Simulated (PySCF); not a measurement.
## Orbital picture of GaPb

UHF at R = 2.729 Å; Ga def2-SVP, Pb def2-SVP with ECP60; scalar-relativistic core potentials (PySCF 2.14). State: ⁴Σ⁻ (quartet), unpaired electrons σ ↑, π ↑↑. Only the outer orbitals are listed, counted within each symmetry, core potentials removing the inner ones.

| spin | orbital | occ. | ε (eV) | on Ga (%) | main shells (%) |
| --- | --- | --- | --- | --- | --- |
| α | 10σ | 1 | -18.04 | 17 | 81 Pb s, 13 Ga s |
| α | 11σ | 1 | -12.58 | 73 | 71 Ga s, 14 Pb s, 12 Pb p |
| α | 12σ | 1 | -7.35 | 52 | 46 Pb p, 45 Ga p |
| α | 6π | 1 | -6.82 | 19 | 80 Pb p, 18 Ga p |
| α | 6π | 1 | -6.82 | 19 | 80 Pb p, 18 Ga p |
| α | 7π | 0 | 0.62 | 81 | 81 Ga p, 18 Pb p |
| α | 7π | 0 | 0.62 | 81 | 81 Ga p, 18 Pb p |
| α | 13σ | 0 | 2.78 | 61 | 59 Ga p, 51 Pb p |
| β | 10σ | 1 | -14.34 | 27 | 72 Pb s, 24 Ga s |
| β | 11σ | 1 | -10.32 | 72 | 71 Ga s, 25 Pb s |
| β | 6π | 0 | 0.46 | 67 | 67 Ga p, 33 Pb p |
| β | 6π | 0 | 0.46 | 67 | 67 Ga p, 33 Pb p |
| β | 12σ | 0 | 0.46 | 49 | 49 Pb p, 43 Ga p |

Which are the highest filled and the lowest empty level, where do they sit, and how wide is the gap?

Highest filled α 6π at -6.82 eV (in %: 80 Pb p, 18 Ga p); lowest empty β 6π at 0.46 eV (in %: 67 Ga p, 33 Pb p); the gap at UHF is 7.28 eV. Both belong to one degenerate shell, split only by its one-sided filling, so this is no excitation gap. An empty level above zero is unbound, and its energy depends on the basis.

The bond order (Mayer) is 1.21. The ⟨S²⟩ is 3.774, the charge on Ga (Mulliken, basis-dependent) is 0.21 and the charge on Ga (Löwdin, basis-dependent) is 0.12. The dipole moment (positive dipole means Ga(−)Pb(+)) is -1.52 D and the polarisability along the bond is 168.9 bohr³. The polarisability across the bond is 55.7 bohr³.

Spin–orbit coupling is left out, which matters for elements this heavy, above all for dissociation energies. The state is the lowest determinant that a PBE0 search found; another state may lie lower at other levels.
